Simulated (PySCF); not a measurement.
SMILES Bc1cccc(N)c1 (GFN2-xTB optimised geometry):

```
16

B     -1.819    -1.834     0.001
C     -1.019    -0.514     0.000
C     -1.662     0.733     0.001
C     -0.938     1.910     0.003
C      0.444     1.884     0.004
C      1.122     0.664     0.000
N      2.502     0.628    -0.075
C      0.380    -0.514     0.000
H     -2.988    -1.813    -0.004
H     -1.259    -2.862     0.012
H     -2.741     0.769     0.003
H     -1.451     2.862     0.007
H      1.009     2.805     0.006
H      2.940    -0.234     0.204
H      2.988     1.459     0.221
H      0.907    -1.459    -0.001
```

Method: PBE/def2-TZVP in PySCF.

Question: What are the frontier orbital energies and the dipole moment?

Answer: HOMO-2 -7.47 eV, HOMO-1 -6.55 eV, HOMO -5.13 eV, LUMO -2.68 eV, LUMO+1 -0.84 eV; dipole moment 3.20 D.

Meta-Löwdin charges at PBE/def2-TZVP: B1 -0.07, C2 -0.07, C3 -0.11, C4 -0.12, C5 -0.14, C6 0.11, N7 -0.43, C8 -0.13, H9 0.01, H10 0.01, H11 0.12, H12 0.12, H13 0.12, H14 0.24, H15 0.24, H16 0.11.
